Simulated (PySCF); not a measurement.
# MF2+ across group 3

Level: PBE0, basis family def2-TZVP, scalar-relativistic core potentials from Rb on and no relativity for lighter atoms.

Each entry is the lowest minimum that a search over a few typed start shapes (and spin states, where more than one is plausible) found, or that minimum re-optimised at the stated level; isomers with ligand–ligand bonds, or fragments after loss of a ligand pair, can lie lower. Open shells are unrestricted; no spin–orbit coupling; PySCF with density fitting.

| molecule | 2S+1 | point group | mean bond to the central atom (Å) | gap (eV) | distinct angles (°) | dipole (D) |
| --- | --- | --- | --- | --- | --- | --- |
| ScF₂⁺ | 1 | C2v | 1.756 | 8.49 | 114 | 6.33 |
| YF₂⁺ | ? | ? | ? | ? | ? | ? |
| LaF₂⁺ | 1 | C2v | 2.052 | 8.33 | 109 | 6.68 |

Task: Fill in the row of YF₂⁺.

Result: 2S+1: 1; point group: C2v; mean bond to the central atom (Å): 1.907; gap (eV): 8.27; distinct angles (°): 112; dipole (D): 6.72.

The bond lengthens at every step; the largest change, 0.151 Å, falls between ScF₂⁺ and YF₂⁺ among the members listed.

Left out of the table are members whose search was unfinished or whose lowest solution was spin-contaminated, unstable, very soft or bonded differently.
